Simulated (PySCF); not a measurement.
## How methods differ on the ionisation energy of V²⁺

V²⁺ [Ar] 3d3 (4F) → V³⁺ [Ar] 3d2 (3F), as a difference of total energies. Calculation: PySCF 2.14, in x2c-TZVPPall; the spin-free X2C one-electron Hamiltonian (Gaussian nucleus). Correlated levels: valence: [Ar] frozen; valence and next inner shell: [Ne] frozen. The calculations carry no spin-orbit coupling.

| method | ionisation energy (eV) |
| --- | --- |
| UHF | 28.159 |
| LDA | 30.026 |
| PBE | 29.789 |
| PBE0 | 29.620 |
| r2SCAN | 29.750 |
| BLYP | 29.661 |
| MN15 | 29.618 |
| CAM-B3LYP | 29.671 |
| TPSSh | 29.433 |
| MP2 (valence) | 28.523 |
| SCS-MP2 (valence) | 28.280 |
| MP2 (valence and next inner shell) | 29.126 |
| SCS-MP2 (valence and next inner shell) | 28.860 |

Problem. How much does correlation contribute at MP2 (valence and next inner shell)?

Solution. 29.126 − (28.159) = 0.967 eV, measured against UHF.

A first-order spin-orbit estimate (lowest level to lowest level, LS coupling) adds -0.008 eV.

Errors of the correlated levels include the incompleteness of this basis and the frozen core.

For comparison: 29.311 eV (measured; NIST Atomic Spectra Database, ionization energies).
